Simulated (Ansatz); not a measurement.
`CO[SiH](C#N)OC` + `[F][SbH][F]` → `CO[SiH2]C#N` + `C[O][Sb]([F])[F]`  (redistribution)

Calculated with Ansatz (gas phase, PBE0-D4/def2-TZVP geometries, no zero-point term in ΔE). CCSD(T)/CBS adds triple-zeta CCSD(T) − MP2 to the extrapolated MP2 energy (def2 sets, frozen cores). Elements past krypton have def2 core potentials. For Sb outer-core shells are correlated without core-valence functions, which leaves a few kJ/mol of doubt a bond. Each species was taken in one conformer, which may not be the lowest.

```tsv
level	ΔE (kJ/mol)
HF/def2-TZVPP	51.4
MP2/def2-TZVPP	29.8
```

Task: What does CCSD(T)/CBS give? (An estimate is asked.)

Result: Ansatz gave: +28.4 kJ/mol. The listed levels differ from it by 23.0, 1.4 kJ/mol.

Largest T1 diagnostic among the species: 0.015.

In def2-TZVPP, CCSD(T) changes the Hartree–Fock value by −16.2 kJ/mol (the triples alone add −3.9 kJ/mol) and MP2 by −21.6 kJ/mol. From PBE to PBE0 (25 % exact exchange), in def2-TZVPP and without D4, ΔE moves by +9.9 kJ/mol.
